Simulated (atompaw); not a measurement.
# Co: one change to a PAW (atompaw) potential, before and after

```
Element                 : Co (Z = 27)
Generator               : atompaw 4.2.0.5
Type                    : PAW
Functional              : PBEsol
Relativity              : scalar-relativistic
Frozen core             : [Ne] 3s2
Valence charge          : 15
Reference configuration : 3p6 3d7 4s1.75 4p0.25
Partial waves           : 4s (bound): rc 2.65 bohr; 4s channel at 0.25 Ry: rc 2.65 bohr; 3p (bound): rc 1.15 bohr; 4p (bound): rc 2.65 bohr; 3d (bound): rc 1.90 bohr; 3d channel at 2.4 Ry: rc 1.90 bohr
Local potential         : bessel scheme, radius 2.00 bohr
Core correction         : smooth core density matched at 1.45 bohr
Augmentation charge     : sinc compensation charge, radius 2.10 bohr; PAW radius 2.65 bohr; waves and projectors: custom polynom vanderbiltortho
```

All-electron outer shells of the reference configuration (PBEsol, scalar-relativistic, ld1.x):

```csv
shell,level (eV),outermost node (bohr),outermost maximum (bohr)
2p,-769.93,–,0.17
3s,-102.63,0.31,0.66
3p,-66.01,0.28,0.68
3d,-8.71,–,0.66
4s,-5.81,0.96,2.29
4p,-1.49,1.05,3.17
```

Change: all radii scaled by about 0.91 (s 2.42, p 1.04, d 1.74 bohr); local potential bessel scheme, radius 1.82 bohr; augmentation sinc compensation charge, radius 1.92 bohr; PAW radius 2.42 bohr; waves and projectors: custom polynom vanderbiltortho; core correction smooth core density matched at 1.32 bohr.

Cutoffs: the cutoffs (Ry, on a coarse ladder) from which the occupation-weighted sum of valence levels, in a spherical-Bessel basis at the reference potential, stays within 10 and 1 mRy of its value at 400 Ry; they do not see the model core or the augmentation charge, which bear on the density cutoff.

Problem. What does the change do?

Solution. The potential gets harder (80 Ry and 110 Ry → 90 Ry and 140 Ry); neither file shows a bound ghost. A smaller radius makes the pseudo-wave follow the all-electron one further in, where it bends more sharply, so more plane waves are needed.

| quantity | base | changed |
| --- | --- | --- |
| cutoff, loose | 80 Ry | 90 Ry |
| cutoff, tight | 110 Ry | 140 Ry |
| loose cutoff by channel (10 mRy a level) | s 6 Ry, p 50 Ry, d 25 Ry | s 6 Ry, p 60 Ry, d 30 Ry |
| bound ghosts | none | none |
| lowest overlap eigenvalue by channel | s 0.17, p 0.61, d 0.97 | s 0.16, p 0.57, d 0.97 |

 The cutoffs see the waves, projectors and local potential, not the compensation charge or the core.
